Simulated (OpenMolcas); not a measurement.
How basis sets differ on C2H7NSi (SMILES C=C[SiH2]N)

C2H7NSi: 11 atoms, total charge 0, spin state singlet. SMILES: `C=C[SiH2]N`. The shape is that of a PBE0-D4/def2-TZVP optimisation. This is one conformer, not always the lowest.

Quantity: the HOMO–LUMO gap, in eV. The values are calculated.

```json
{"level": "HF/STO-3G", "kind": "Hartree–Fock", "program": "OpenMolcas", "value (eV)": "16.72", "CPU time": "2.7 s"}
{"level": "HF/3-21G", "kind": "Hartree–Fock", "program": "OpenMolcas", "value (eV)": "14.45", "CPU time": "3.5 s"}
{"level": "HF/6-31G (RICD fitting)", "kind": "Hartree–Fock", "program": "OpenMolcas", "value (eV)": "14.36", "CPU time": "3.1 s"}
{"level": "HF/cc-pVDZ", "kind": "Hartree–Fock", "program": "OpenMolcas", "value (eV)": "14.12", "CPU time": "14 s"}
```

The values span 14.12 to 16.72 eV. A Hartree–Fock LUMO above zero doesn't converge with the basis: it sinks as sets grow more diffuse. Orbital gaps aren't excitation energies. CPU times are rough (shared hosts, several kinds of processor and program).
